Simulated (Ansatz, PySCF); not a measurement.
Pulling on the Ge1–H3 bond in ClGeH3 (SMILES [Cl][GeH3]) (multiplicity 1 held, fragments rigid). Energies count from the point at 1.533 Å.
Geometry at that point (charge 0, multiplicity 1):
```xyz
5

Ge    -0.68437     0.03164     0.00356
Cl     1.48817    -0.06879    -0.00774
H     -1.06959     1.46669    -0.37373
H     -1.14315    -0.32667     1.42175
H     -1.18623    -0.98290    -1.03035
```

Restricted levels (R-, RO-) in cc, def2 and unpolarised 6-31G sets keep to the state of the molecule at rest. U- levels take the lowest unrestricted solution at each point, which mixes spins at long bonds. Active spaces are followed from a long bond inwards. Curves can end on different states.

Frozen-core correlation. Filled d and f shells under p-block atoms count as core. Rows in 3-21G, LANL2DZ carry no dispersion term and start afresh at each structure; the Pople sets are all-electron and without relativity. LANL2DZ brings its own core potentials from Na on.

Programs: Ansatz (a quantum-chemistry and plane-wave program); PySCF for 3-21G rows, LANL2DZ rows. Values without a source in brackets are computed.

Energies in kJ/mol.

```csv
R (Å),R-HF/3-21G,U-HF/LANL2DZ,R-SCS-MP2/def2-TZVPP,"FIC-MRCISD on CASSCF(2,2)/def2-TZVPP","FIC-MRCISD+Q on CASSCF(2,2)/def2-TZVPP"
1.226,(withheld),124,131,132,132
1.380,22,23,25,27,26
1.533,0,0,0,0,0
1.686,18,19,17,15,15
1.840,56,61,55,50,51
2.070,132,140,127,117,118
2.300,213,208,202,183,185
2.683,340,256,311,271,273
3.066,(withheld),273,392,323,326
3.526,557,279,452,350,354
4.139,660,281,479,361,365
4.906,(withheld),281,449,363,368
```

Problem. Complete the blanks.

Solution. 
- 1.226, R-HF/3-21G: 120
- 4.906, R-HF/3-21G: 738
- 3.066, R-HF/3-21G: 450

Doubts at one or more of the structures used: a restricted determinant that unrestricted orbitals would lower (R-HF/3-21G, R-SCS-MP2/def2-TZVPP); a spin-contaminated determinant (U-HF/LANL2DZ).
